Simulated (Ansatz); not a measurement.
# Nudged elastic band run: CH2OSeSi

The input (input.yaml):

```yaml
crystal:
  periodic: [false, false, false]
  atoms:
    - { symbol: O, position_ang: [0.642556, -0.604373, -2.213135] }
    - { symbol: Si, position_ang: [-0.405187, -1.003749, -0.933026] }
    - { symbol: C, position_ang: [-0.083571, -0.055729, 0.518337] }
    - { symbol: Se, position_ang: [-0.237451, 0.207028, 2.257977] }
    - { symbol: H, position_ang: [1.302219, 0.078171, -1.988313] }
    - { symbol: H, position_ang: [-1.218556, 1.378661, 2.358161] }
basis:
  gaussian: { orbitals: def2-SVP }
hamiltonian:
  xc: revpbe
  dispersion: d4
neb:
  order_check: false
  images: 2
  f_tol: 0.05
  max_iterations: 60
  climbing: false
  final_atoms:
    - { symbol: O, position_ang: [0.84767203, -0.75068463, -2.09470707] }
    - { symbol: Si, position_ang: [-0.15883281, -1.17519551, -0.79122745] }
    - { symbol: C, position_ang: [-0.36210733, 0.14388641, 0.36002139] }
    - { symbol: Se, position_ang: [-1.22273546, 0.9057237, 1.70076021] }
    - { symbol: H, position_ang: [1.17518652, 0.16749056, -2.06547221] }
    - { symbol: H, position_ang: [-0.27917295, 0.70878847, 2.89062614] }
  initial_path:
    images:
      - { positions_ang: [[0.642556, -0.604373, -2.213135], [-0.405187, -1.003749, -0.933026], [-0.083571, -0.055729, 0.518337], [-0.237451, 0.207028, 2.257977], [1.302219, 0.078171, -1.988313], [-1.218556, 1.378661, 2.358161]] }
      - { positions_ang: [[0.47221346, -0.50920925, -2.19419166], [-0.29931157, -0.35963701, -0.82305659], [0.29315209, 0.20028707, 0.68634565], [-0.23057728, 0.33082139, 2.37700336], [1.27134942, -0.53106989, -2.21108366], [-1.50681613, 0.86881669, 2.1649839]] }
      - { positions_ang: [[0.54058547, -0.55797979, -2.15471569], [-0.21719351, -0.41678584, -0.7757904], [0.20030665, 0.26682554, 0.63357378], [-0.55900543, 0.56371995, 2.19126443], [1.22900526, -0.50129671, -2.2368034], [-1.19368844, 0.64552584, 2.34247228]] }
      - { positions_ang: [[0.84767203, -0.75068463, -2.09470707], [-0.15883281, -1.17519551, -0.79122745], [-0.36210733, 0.14388641, 0.36002139], [-1.22273546, 0.9057237, 1.70076021], [1.17518652, 0.16749056, -2.06547221], [-0.27917295, 0.70878847, 2.89062614]] }
```

Command:

```bash
$ ansatz run input.yaml --threads 1 --pin off --max-ram 2048MiB --backend cpu --events-out ev --progress --plain --runs-dir out
```

Output, in part (warnings, iteration lines, the closing report on the highest movable image, with atoms numbered from 0):

```
NEB end point (image 0): max|allowed force component| = 1.185e-2 eV/Å (the criterion of neb.relax_end_points is 1.000e-2)
NEB end point (image 3): max|allowed force component| = 1.032e-2 eV/Å (the criterion of neb.relax_end_points is 1.000e-2)
NEB iter   1: max|band force component| = 1.738e2 eV/Å  barrier→ = 44.4943 eV  barrier← = 44.4943 eV  Δτ_max = 0.1925 Å  (138 SCF iters)
NEB iter   2: max|band force component| = 1.100e2 eV/Å  barrier→ = 25.6393 eV  barrier← = 25.6393 eV  Δτ_max = 0.1967 Å  (74 SCF iters)
NEB iter   3: max|band force component| = 5.135e1 eV/Å  barrier→ = 11.5701 eV  barrier← = 11.5701 eV  Δτ_max = 0.1855 Å  (83 SCF iters)
NEB iter   4: max|band force component| = 2.477e1 eV/Å  barrier→ = 4.9360 eV  barrier← = 4.9360 eV  Δτ_max = 0.1822 Å  (79 SCF iters)
NEB iter   5: max|band force component| = 1.017e1 eV/Å  barrier→ = 1.7643 eV  barrier← = 1.7643 eV  Δτ_max = 0.2000 Å  (70 SCF iters)
NEB iter   6: max|band force component| = 3.668e0 eV/Å  barrier→ = 0.9761 eV  barrier← = 0.9761 eV  Δτ_max = 0.1979 Å  (70 SCF iters)
NEB iter   7: max|band force component| = 1.894e0 eV/Å  barrier→ = 0.6886 eV  barrier← = 0.6886 eV  Δτ_max = 0.0916 Å  (69 SCF iters)
NEB iter   8: max|band force component| = 1.579e0 eV/Å  barrier→ = 0.5578 eV  barrier← = 0.5578 eV  Δτ_max = 0.1990 Å  (64 SCF iters)
NEB iter   9: max|band force component| = 8.066e-1 eV/Å  barrier→ = 0.4446 eV  barrier← = 0.4447 eV  Δτ_max = 0.0864 Å  (74 SCF iters)
NEB iter  10: max|band force component| = 4.542e-1 eV/Å  barrier→ = 0.3800 eV  barrier← = 0.3801 eV  Δτ_max = 0.1422 Å  (64 SCF iters)
NEB iter  11: max|band force component| = 1.009e0 eV/Å  barrier→ = 0.5370 eV  barrier← = 0.5371 eV  Δτ_max = 0.0682 Å  (67 SCF iters)
NEB iter  12: max|band force component| = 2.003e-1 eV/Å  barrier→ = 0.4014 eV  barrier← = 0.4015 eV  Δτ_max = 0.0652 Å  (65 SCF iters)
NEB iter  13: max|band force component| = 1.148e-1 eV/Å  barrier→ = 0.3831 eV  barrier← = 0.3832 eV  Δτ_max = 0.0074 Å  (63 SCF iters)
NEB iter  14: max|band force component| = 5.401e-2 eV/Å  barrier→ = 0.3768 eV  barrier← = 0.3768 eV  Δτ_max = 0.0072 Å  (54 SCF iters)
NEB iter  15: max|band force component| = 2.967e-2 eV/Å  barrier→ = 0.3743 eV  barrier← = 0.3744 eV  Δτ_max = 0.0000 Å  (125 SCF iters)
Total energy: -76320.78501549 eV, -2804.7371172330 hartree
Atom 0 at     0.602994    -0.571202    -2.309960 Å, force    -0.002987     0.226283    -0.054744 eV/Å
Atom 1 at    -0.510347    -0.552452    -1.031987 Å, force    -0.001052    -0.687427     0.190345 eV/Å
Atom 2 at    -0.102416     0.292567     0.450635 Å, force     0.000111     0.428634    -0.119242 eV/Å
Atom 3 at    -0.105275     0.331702     2.226374 Å, force    -0.003218    -0.774207     0.215972 eV/Å
Atom 4 at     1.523181    -0.479584    -1.994488 Å, force     0.005236     0.208676    -0.065146 eV/Å
Atom 5 at    -1.408127     0.978978     2.659428 Å, force     0.001911     0.598041    -0.167184 eV/Å
Dipole moment:     0.178760     0.107956     0.347034 e Å
```

It converged. No image climbed, so the highest image needn't sit at the top of the path. A band with more images between the same ends climbed to 1.10 eV, so this one has probably stepped over the top. So few images can step over the top or miss a turn of the path.

Final band:

| image | path coordinate (Å) | energy (eV) |
| --- | --- | --- |
| 0 | 0.00 | 0.00 |
| 1 | 0.96 | 0.37 |
| 2 | 1.92 | 0.37 |
| 3 | 2.88 | 0.00 |

The run took 36 s on 1 thread of Intel(R) Xeon(R) 6975P-C (Granite Rapids), on a shared host, peak memory 0.14 GiB.
